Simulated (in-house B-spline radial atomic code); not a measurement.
Successive ionisation energies of lanthanum; each step leads to the configuration of the next row (after the last: [Ar] 3d10 4s2 4p1/2(2)). Dirac energy differences include first-order Breit, QED and recoil terms. NIST's values go from ground level to ground level; the uncertainty of those that are theory runs from under 0.1 % in few-electron ions to several per cent in heavy many-electron ones. Computed with a radial B-spline atomic code at the basis-set limit: Dirac-Hartree-Fock, jj configuration that fills j = l - 1/2 first, finite nuclei.

A number in brackets counts the electrons of a j subshell.

| ion | configuration | ionisation energy (eV) | tabulated value (eV) | computed minus tabulated (eV) | highest orbital | largest mean radius (bohr) |
| --- | --- | --- | --- | --- | --- | --- |
| La8+ | [Kr] 4d10 5s2 5p1/2(1) | 119.4 | 119 | 0.4 | 5p1/2 | 1.5361 |
| La9+ | [Kr] 4d10 5s2 | 149.7 | 151.4 | -1.7 | 5s1/2 | 1.4135 |
| La10+ | [Kr] 4d10 5s1 | 166.8 | 168.77 | -1.9 | 5s1/2 | 1.3886 |
| La11+ | [Kr] 4d10 | 275.4 | 275 | 0.4 | 4d5/2 | 0.74975 |
| La12+ | [Kr] 4d3/2(4) 4d5/2(5) | 304.2 | 303 | 1.2 | 4d5/2 | 0.73746 |
| La13+ | [Kr] 4d3/2(4) 4d5/2(4) | 333.8 | 332 | 1.8 | 4d5/2 | 0.7261 |
| La14+ | [Kr] 4d3/2(4) 4d5/2(3) | 364.1 | 364 | 0.1 | 4d5/2 | 0.71523 |
| La15+ | [Kr] 4d3/2(4) 4d5/2(2) | 395.2 | 393 | 2.2 | 4d5/2 | 0.70483 |
| La16+ | [Kr] 4d3/2(4) 4d5/2(1) | 426.9 | 431 | -4.1 | 4d5/2 | 0.69483 |
| La17+ | [Kr] 4d3/2(4) | 464.4 | 464 | 0.4 | 4d3/2 | 0.67875 |
| La18+ | [Kr] 4d3/2(3) | 497.6 | 498 | -0.4 | 4d3/2 | 0.66919 |
| La19+ | [Kr] 4d3/2(2) | 531.4 | 533 | -1.6 | 4d3/2 | 0.66039 |
| La20+ | [Kr] 4d3/2(1) | 565.9 | 566 | -0.1 | 4d3/2 | 0.65187 |
| La21+ | [Ar] 3d10 4s2 4p6 | 696.2 | 696 | 0.2 | 4p3/2 | 0.63395 |
| La22+ | [Ar] 3d10 4s2 4p1/2(2) 4p3/2(3) | 732.4 | 731 | 1.4 | 4p3/2 | 0.62781 |
| La23+ | [Ar] 3d10 4s2 4p1/2(2) 4p3/2(2) | 769.0 | 770 | -1.0 | 4p3/2 | 0.62221 |
| La24+ | [Ar] 3d10 4s2 4p1/2(2) 4p3/2(1) | 806.2 | 806 | 0.2 | 4p3/2 | 0.61673 |

Problem. Where is the largest jump?

Solution. From La10+ to La11+, by a factor of 1.65 (166.83 to 275.37 eV); the highest orbital goes from 5s1/2 to 4d5/2.
